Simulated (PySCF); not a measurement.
NbOF3, SMILES [Nb]([F])([F])([F])=[O], multiplicity 1. Heavy atoms are numbered as in [Nb:1](=[O:2])([F:3])([F:4])[F:5].

Coordinates come from a B3LYP-D3(BJ)/def2-SVP optimisation. The spin state was assumed, not searched. The def2 effective core potentials stand for the cores of Nb; spin–orbit coupling is left out.

These are ωB97X/def2-TZVPD run with PySCF values and carry that method's errors.

Mulliken values depend strongly on the basis, most of all with diffuse functions as here. ESP charges are fitted to the potential on shells at 1.4 to 2.0 van der Waals radii. Atomic charges (e), one atom of each kind:

```tsv
atom	ESP fit	Mulliken
Nb1	1.54	2.49
O2	-0.50	-0.70
F3	-0.34	-0.60
```
